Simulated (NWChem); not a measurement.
CaF₂; SMILES [F][Ca][F]

Program: NWChem. Pople sets run with spherical d functions. The geometry was optimised at PBE-D3(BJ)/def2-SVP. Ions are spin-unrestricted doublets at the neutral geometry; other ion states weren't tried.

For level CAM-B3LYP/6-31+G*:

| Quantity | Result |
|---|---|
| vertical ionisation energy, ΔSCF (eV) | 11.82 |
| −ε(HOMO) (eV) | 10.38 |

**Question.** Estimate the same quantities for level CAM-B3LYP/6-311G**.

**Answer.** 
| Quantity | Value |
|---|---|
| vertical ionisation energy, ΔSCF (eV) | 11.48 |
| −ε(HOMO) (eV) | 9.81 |
